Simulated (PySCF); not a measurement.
## Zn⁺ (zinc, charge +1) across methods

[Ar] 3d10 4s1, 2S determinant. Computed with PySCF 2.14 in ANO-RCC-VTZP (6s5p3d2f1g, 59 functions), with the spin-free X2C one-electron Hamiltonian (Gaussian nucleus).

```
method  E (hartree)  mean ε 3d α (eV)  mean ε 3d β (eV)  mean ε 4s α (eV)  Σ⟨r²⟩ (bohr²)   ⟨S²⟩
  MN15    -1796.780           -24.197           -24.081           -15.887          22.75  0.750
r2SCAN    -1795.545           -20.047           -19.831           -14.837          22.23  0.751
  PBE0    -1795.328           -22.620           -22.453           -15.287          22.33  0.751
   PBE    -1795.326           -19.854           -19.636           -14.529          22.45  0.751
 B3LYP    -1795.629           -22.208           -22.057           -15.295          22.37  0.750
   UHF  -1793.98057           -30.184           -30.158           -16.990          22.42  0.751
   LDA    -1792.566           -20.274           -20.071           -14.835          22.41  0.751
 M06-L    -1795.499           -19.758           -19.589           -14.176          22.00  0.751
```
